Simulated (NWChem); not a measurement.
## Correlation energy of CH2N

SMILES: C=[N]
```xyz
4

C      0.0000     0.0000    -0.5021
N      0.0000     0.0000     0.7402
H     -0.9435     0.0000    -1.0845
H      0.9435     0.0000    -1.0845
```
Charge 0, spin multiplicity 2.

The numbers come from NWChem runs, not from measurements. Structure: optimised with UPBE0/def2-SVP, a minimum by its harmonic frequencies.

Basis set: cc-pVTZ. Each correlation energy counts from its own Hartree-Fock reference.

The correlated methods keep 2 core orbitals frozen. The structure started from a generated list of species. The unpaired electrons of the parent sit in orbitals of symmetry b1 (C2v labels of the run); other states weren't searched. No SCF solution was tested for a lower state. Open-shell Hartree-Fock references start from PBE0 orbitals. Coupled-cluster values serve here as a point of comparison, not as the truth.

**Question.** Order these methods by the correlation energy they give, lowest first: CCSD(T) on ROHF, CCSD[T] on ROHF, CCSD on ROHF.

**Answer.** CCSD[T] on ROHF (-369.2 mHa), CCSD(T) on ROHF (-368.4 mHa), CCSD on ROHF (-352.8 mHa)
